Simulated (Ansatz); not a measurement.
`CC[O][Ga]([F])[Cl]` + `OC[Si](O)(O)O` → `O[CH2][Ga]([F])[Cl]` + `CCO[Si](O)(O)O`  (redistribution)

Isolated molecules relaxed with PBE0-D4/def2-TZVP in Ansatz; ΔE leaves out vibrations. CBS: MP2 limit from def2 TZ/QZ plus the TZ coupled-cluster correction, frozen cores. DFT in def2-TZVPP. For Ga outer-core shells are correlated without core-valence functions, which leaves a few kJ/mol of doubt a bond. Scalar relativity is left out up to krypton. Each species was taken in one conformer, which may not be the lowest.

```csv
level,ΔE (kJ/mol)
PBE0-D4,-67.3
B2PLYP,-65.2
PBE0,-67.0
HF/def2-TZVPP,-71.4
SCS-MP2/def2-TZVPP,-60.5
MP2/def2-QZVPP,-64.5
HF/CBS(def2),-71.6
MP2/CBS(def2),-66.9
```

What does CCSD(T)/CBS give? (Best estimate.)

Computed: -67.3 kJ/mol. The listed levels differ from it by 0.0, 2.1, 0.3, -4.1, 6.8, 2.8, -4.3, 0.4 kJ/mol.

Largest T1 diagnostic among the species: 0.013.

From PBE to PBE0 (25 % exact exchange), in def2-TZVPP and without D4, ΔE moves by −3.1 kJ/mol. In def2-TZVPP, CCSD(T) changes the Hartree–Fock value by +10.0 kJ/mol (the triples alone add +2.1 kJ/mol) and MP2 by +10.4 kJ/mol.
